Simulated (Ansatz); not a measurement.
## Ligand exchange: C3H4AlF + Ti(CH3)2F2 → C2HAlF2 + Ti(CH3)3F

Species: C3H4AlF `C#[C][Al]([CH3])[F]`, singlet; Ti(CH3)2F2, singlet; C2HAlF2 `C#[C][Al]([F])[F]`, singlet; Ti(CH3)3F, singlet. The partners trade CH3 for F: Al–CH3 and Ti–F bonds give way to Al–F and Ti–CH3.

Shapes, held fixed at every level: PBE0-D4/def2-TZVP. Programs: Ansatz 0.2.0. Electronic energies: no zero-point or thermal term.

```csv
level,kind,ΔE (kJ/mol),less CCSD(T)/def2-TZVPP,CPU time (sum over the molecules)
HF/def2-SVP,Hartree–Fock,+51.7,+7.0,–
PBE-D4/def2-TZVPP,GGA,+60.4,+15.7,46 s
r2SCAN-D4/def2-TZVPP,meta-GGA,+53.7,+9.0,69 s
B3LYP-D4/def2-TZVPP,global hybrid,+49.3,+4.6,73 s
PBE0-D4/def2-TZVPP,global hybrid,+53.9,+9.2,44 s
MP2/def2-SVP,perturbation theory,+54.7,+10.0,–
CCSD(T)/def2-SVP,coupled cluster or CI,+56.9,+12.2,2.3 min
CCSD(T)/def2-TZVPP,coupled cluster or CI,+44.7,0.0,72 min
```

The highest level, CCSD(T)/def2-TZVPP, gives ΔE = +44.7 kJ/mol; the levels span +44.7 to +60.4. The column of differences is taken from that level and isn't an error. No measured value is set beside it here. Outer-core shells of Ti are correlated in most correlated rows, in sets that cover them unevenly. CCSD(T)/def2-TZVPP lies outside the range of all other levels here, so it shouldn't be taken on trust. Times are processor times on shared x86 and Arm servers, and rough.
